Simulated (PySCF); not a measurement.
Geometry:
| atom | x (Å) | y (Å) | z (Å) |
| --- | --- | --- | --- |
| C1 | -3.110 | 0.167 | 1.046 |
| Si2 | -2.131 | 0.622 | -0.514 |
| C3 | -0.424 | -0.179 | -0.446 |
| C4 | 0.009 | -0.933 | 0.569 |
| C5 | 1.372 | -1.527 | 0.671 |
| Si6 | 2.675 | -0.115 | 0.764 |
| Si7 | 1.992 | 1.182 | -1.025 |
| C8 | 0.472 | 0.129 | -1.598 |
| F9 | -0.233 | 0.817 | -2.583 |
| H10 | -4.086 | 0.640 | 1.024 |
| H11 | -3.268 | -0.905 | 1.121 |
| H12 | -2.607 | 0.495 | 1.950 |
| H13 | -2.854 | 0.151 | -1.700 |
| H14 | -1.949 | 2.079 | -0.571 |
| H15 | -0.655 | -1.115 | 1.402 |
| H16 | 1.590 | -2.120 | -0.222 |
| H17 | 1.433 | -2.196 | 1.527 |
| H18 | 4.012 | -0.720 | 0.692 |
| H19 | 2.573 | 0.513 | 2.087 |
| H20 | 2.892 | 1.306 | -2.178 |
| H21 | 1.473 | 2.520 | -0.730 |
| H22 | 0.814 | -0.793 | -2.088 |

Computed data (PySCF 2.14): GFN2-xTB structure, PBE0/pcSseg-1 with gauge-including orbitals. Relativity neglected, one averaged value for each set of equivalent atoms, single conformer, isolated molecule.

**Question.** Predict the 2D correlation tables (HSQC, COSY, HMBC).

**Answer.** 

HSQC (one-bond C–H):
```
                δH          δC
        5.98 (H15)  138.5 (C4)
        5.57 (H22)   95.0 (C8)
        2.29 (H17)   13.9 (C5)
        1.08 (H16)   13.9 (C5)
0.12 (H10/H11/H12)   -9.4 (C1)
```

COSY cross peaks (H two or three bonds apart, from the bond graph; peaks can be absent where the dihedral angle is near 90°):
```
        δH                  δH
5.98 (H15)          2.29 (H17)
5.98 (H15)          1.08 (H16)
5.57 (H22)          4.06 (H20)
5.57 (H22)          3.74 (H21)
4.64 (H13)          4.59 (H14)
4.64 (H13)  0.12 (H10/H11/H12)
4.59 (H14)  0.12 (H10/H11/H12)
4.06 (H20)          3.91 (H18)
4.06 (H20)          3.74 (H21)
4.06 (H20)          3.59 (H19)
3.91 (H18)          3.74 (H21)
3.91 (H18)          3.59 (H19)
3.91 (H18)          2.29 (H17)
3.91 (H18)          1.08 (H16)
3.74 (H21)          3.59 (H19)
3.59 (H19)          2.29 (H17)
3.59 (H19)          1.08 (H16)
2.29 (H17)          1.08 (H16)
```

HMBC (two and three bonds, from the bond graph):
```
                δH                                            δC
        5.98 (H15)              149.4 (C3), 95.0 (C8), 13.9 (C5)
        5.57 (H22)                        149.4 (C3), 138.5 (C4)
        4.64 (H13)  149.4 (C3), 138.5 (C4), 95.0 (C8), -9.4 (C1)
        4.59 (H14)  149.4 (C3), 138.5 (C4), 95.0 (C8), -9.4 (C1)
        4.06 (H20)              149.4 (C3), 95.0 (C8), 13.9 (C5)
        3.91 (H18)              138.5 (C4), 95.0 (C8), 13.9 (C5)
        3.74 (H21)              149.4 (C3), 95.0 (C8), 13.9 (C5)
        3.59 (H19)              138.5 (C4), 95.0 (C8), 13.9 (C5)
        2.29 (H17)                        149.4 (C3), 138.5 (C4)
        1.08 (H16)                        149.4 (C3), 138.5 (C4)
0.12 (H10/H11/H12)                                    149.4 (C3)
```

Chemical shifts δ = σref − σ; 1H (σref 31.72), 13C (σref 186.93) vs TMS, all at this level.

Short H···H contacts in this conformer between protons four or more bonds apart (candidates for NOE cross peaks, intensity ∝ r⁻⁶): H16···H22 2.42 Å, H12···H15 2.59 Å.

Shifts are as computed. Against solution values, carbons near 30 ppm lie about +3 ppm off and those near 130 ppm about +5 ppm. Of 1211 compounds with measured shifts, 218 miss one by over three times the rms of a fit or turn the order of signals round; such compounds aren't used in these exercises.
